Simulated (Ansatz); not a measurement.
## Redistribution: C4H9Br + C3H6S → C4H10S + C3H5Br

Species: C4H9Br (2-bromo-2-methylpropane) `CC(C)(C)Br`, singlet; C3H6S `C=CCS`, singlet; C4H10S (2-methyl-2-propanethiol) `CC(C)(C)S`, singlet; C3H5Br `C=CCBr`, singlet. The partners trade Br for SH; both sit on C, so the bond types are kept.

Shapes, held fixed at every level: PBE0-D4/def2-TZVP. Flexible molecules stand in one conformer, not always the lowest. Programs: Ansatz 0.2.0. The zero-point and thermal change to 298 K, harmonic and unscaled (PBE0-D4/def2-TZVP), is +0.2 kJ/mol.

```csv
level,kind,ΔH(298 K) (kJ/mol),less CCSD(T)/def2-TZVPP
HF/def2-TZVPP,Hartree–Fock,+7.6,+1.9
SPW92/def2-TZVPP,LDA,+6.2,+0.5
wB97X-V/def2-TZVPP,range-separated hybrid,+5.9,+0.2
B2PLYP/def2-TZVPP,double hybrid,+6.1,+0.4
MP2/def2-TZVPP,perturbation theory,+5.5,-0.2
CCSD/def2-SVP,coupled cluster or CI,+4.7,-1.0
CCSD/def2-TZVPP,coupled cluster or CI,+6.1,+0.4
CCSD(T)/def2-TZVPP,coupled cluster or CI,+5.7,0.0
```

The highest level, CCSD(T)/def2-TZVPP, gives ΔH(298 K) = +5.7 kJ/mol; the levels span +4.7 to +7.6. The column of differences is taken from that level and isn't an error. No measured value is set beside it here. Relativity is left out for Br unless named. Correlated rows may include outer-core shells of Br, which these sets cover unevenly.
